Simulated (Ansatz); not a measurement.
BFH$_{4}$OSSn (`OB(F)[S][SnH3]`). Total charge 0; spin multiplicity 1. Sn: def2 effective core potential. All single points use the PBE0-D4/def2-TZVP geometry. It is one conformer, not always the lowest.

```xyz
9

O    -1.600   -0.098    1.189
B    -1.377   -1.102    0.317
F    -2.256   -2.096    0.322
S    -0.019   -1.297   -0.891
Sn    1.336    0.664   -0.588
H    -0.953    0.613    1.168
H     2.889    0.177   -0.095
H     1.378    1.522   -2.055
H     0.602    1.618    0.633
```

(1) What is the dipole moment at r2SCAN/def2-TZVPP? (Estimate.)

(2) And with PBE, B3LYP, ωB97M-V? (Estimate.)

(3) Give the Mulliken charges with r2SCAN, PBE, B3LYP in def2-TZVPP. (Estimate.)

Answers

(1) Computed: 3.79 D, with components (2.63, 2.73, -0.18) D in this frame, pointing from negative to positive charge.

(2) Ansatz gave: PBE 3.66 D, B3LYP 3.82 D, ωB97M-V 3.86 D.

(3) Ansatz gave: 
```tsv
atom	r2SCAN	PBE	B3LYP
O1	-0.28	-0.23	-0.26
B2	0.41	0.30	0.38
F3	-0.26	-0.19	-0.23
S4	-0.35	-0.33	-0.36
Sn5	0.61	0.56	0.62
H6	0.20	0.20	0.19
H7	-0.10	-0.09	-0.10
H8	-0.10	-0.09	-0.10
H9	-0.14	-0.13	-0.15
```

B3LYP here is the variant with VWN-RPA as its local correlation; programs differ in this.
